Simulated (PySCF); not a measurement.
Assignment exercise: C8H8

Mapped SMILES: `[CH3:1][C:2]#[C:3][CH:4]1[CH:5]=[CH:6][CH:7]=[CH:8]1`. Each H is labelled by its parent atom.

[PySCF 2.14: GFN2-xTB structure; GIAO PBE0/pcSseg-1 shieldings; fast rotation and ring inversion assumed for equivalent nuclei; no relativistic terms; gas phase; one computed conformer]

δ = σ(ref) − σ, references computed at the same level: 13C (σref 186.93), 1H (σref 31.72) vs TMS.

(1) Assign these signals to the numbered atoms. 13C{1H} NMR (computed): δ 146.1 (CH), 139.4 (CH), 84.6 (C), 77.0 (C), 46.6 (CH), 4.8 (CH3).

(2) Assign these signals to the numbered atoms. 1H NMR (400 MHz, computed): δ 6.64 (m, 2H), 6.62 (m, 2H), 3.93 (m, 1H), 1.95 (s, 3H).

## Answers

(1) 
146.1 → C5/C8, alkene CH: an sp2 carbon of a C=C bond
139.4 → C6/C7, alkene CH
84.6 → C2, alkyne carbon: the triple bond shields along its axis, which puts it between sp3 and sp2 carbons
77.0 → C3, alkyne carbon
46.6 → C4, allylic sp3 CH: aliphatic region, no heteroatom directly attached
4.8 → C1, propargylic methyl carbon: a saturated carbon with 1 carbon neighbour and no heteroatom attached

(2) 
| δ (ppm) | atoms | environment | reason |
| --- | --- | --- | --- |
| 6.64 | H(C6)/H(C7) | hydrogen on an alkene CH | a vinylic proton, deshielded by the sp2 carbon and the C=C anisotropy |
| 6.62 | H(C5)/H(C8) | hydrogen on an alkene CH | – |
| 3.93 | H(C4) | hydrogen on an allylic sp3 CH | – |
| 1.95 | H(C1) | hydrogen on a propargylic methyl carbon | – |

H(C6)/H(C7) and H(C5)/H(C8) lie closer than the usual error of such a calculation, so a measured spectrum could show them in the other order.

Shifts are as computed. Against solution values, carbons near 30 ppm lie about +3 ppm off and those near 130 ppm about +5 ppm. Of 1211 compounds with measured shifts, 218 miss one by over three times the rms of a fit or turn the order of signals round; such compounds aren't used in these exercises. Multiplicities follow the n + 1 count of equivalent neighbours, as no J values were calculated; m marks all less simple cases, F and P coupling included.
